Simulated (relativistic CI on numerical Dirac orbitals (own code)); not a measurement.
# Hyperfine structure of Cs XIV, mass number 135

Calculated at this level of theory: Dirac-Coulomb-Breit CI, separate exchange-only KLI orbitals for each configuration, model QED (radiative potential, 1s self-energy scaled to tabulated hydrogen-like ionisation energies), unscaled Slater integrals (own radial code, finite nucleus).

Configuration list (outside the closed core [Ar] 3d10): 4s2.4p6.4d6, 4s2.4p5.4d7, 4s2.4p6.4d5.4f, 4s2.4p4.4d8, 4s.4p6.4d7, 4s2.4p6.4d5.5s, 4s2.4p6.4d5.5p, 4p6.4d8, 4s2.4p6.4d4.5s2, 4s2.4p6.4d4.4f.5s, 4s2.4p6.4d5.5d, 4s2.4p6.4d4.5p2, 4s2.4p6.4d5.6s, 4s2.4p6.4d5.6d. Levels of other configurations are missing.

Nuclear spin I = 7/2, μ = 2.7283 μN, Q = 0.048 b (tables of Stone and Pyykkö). The electronic factors are computed for point nuclear moments, without core polarisation or the Bohr-Weisskopf and QED corrections.

```tsv
Level	E (eV)	A (MHz)	B (MHz)
4s2.4p6.4d6 5D_4	0.0000	1399	212
4s2.4p6.4d6 5D_2	1.3721	1292	-49.3
4s2.4p6.4d6 5D_3	1.4718	941	43.8
4s2.4p6.4d6 5D_1	2.1684	1094	-69.4
4s2.4p6.4d6 3P_2	4.9295	624	-56
4s2.4p6.4d6 3H_5	5.3801	2130	64.1
4s2.4p6.4d6 3H_6	5.4666	2294	-136
4s2.4p6.4d6 3F_3	5.9744	2558	112
```

Levels with J = 0, under 50 % of one LS term, or S terms without an open s electron are left out. Small factors come from cancelling terms and can be off by tens of per cent or more.

At this charge transitions that keep the count of f electrons are usually good to a few per cent. Terms inside the open d or f shell come out 10 to 20 % too wide with unscaled integrals. Levels and lines within the n = 5 or 6 shells can be off by up to 10 % or somewhat more, and those that change n by about 2 %, since core polarisation is missing. Levels that differ in their count of f electrons can be misplaced by several ten thousand cm⁻¹, since the correlation energy of f electrons is missing or only estimated; rates across such gaps can be off by orders of magnitude.

Q: Give the hyperfine levels of 4s2.4p6.4d6 5D_4 relative to its centre of gravity.

A: With K = F(F + 1) − I(I + 1) − J(J + 1), E = AK/2 + B[¾K(K + 1) − I(I + 1)J(J + 1)]/[2I(2I − 1)J(2J − 1)]: F = 1/2: -24370, F = 3/2: -22300, F = 5/2: -18840, F = 7/2: -13990, F = 9/2: -7734, F = 11/2: -56.74, F = 13/2: 9058, F = 15/2: 19630 MHz.

LS names give the leading component of a level, which can be under half, so a name can repeat, a term be missing and a line seem to break the LS rules.
